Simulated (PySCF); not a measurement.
**Working out the ionisation energy of F⁺**

F⁺ [He] 2s2 2p4 (3P) → F²⁺ [He] 2s2 2p3 (4S). Calculation: PySCF 2.14, in aug-cc-pwCVDZ (5s4p2d, 27 functions); no relativity, point nucleus. Frozen: nothing. Energies in hartree (1 hartree = 27.21139 eV):

```json
{"part": "UHF", "F⁺ (lower)": "-98.801953", "F²⁺ (upper)": "-97.577141"}
{"part": "CCSD correlation", "F⁺ (lower)": "-0.156493", "F²⁺ (upper)": "-0.121599"}
{"part": "(T)", "F⁺ (lower)": "-0.001407", "F²⁺ (upper)": "-0.000621"}
```

Task: What does Hartree-Fock give?

Result: (-97.577141) − (-98.801953) = 1.224812 hartree = 33.329 eV.

Task: What do CCSD and CCSD(T) give?

Result: The CCSD correlation energies differ by 0.034894 hartree = 0.950 eV and the triples by 0.000786 hartree = 0.021 eV, so CCSD gives 34.279 eV and CCSD(T) 34.300 eV.

Measured between the centres of the two terms (NIST): 34.950 eV, so CCSD(T) (valence and next inner shell) is off by -0.650 eV.

A double-zeta basis recovers only part of the correlation energy.

What remains against the reference includes basis incompleteness and higher excitations.
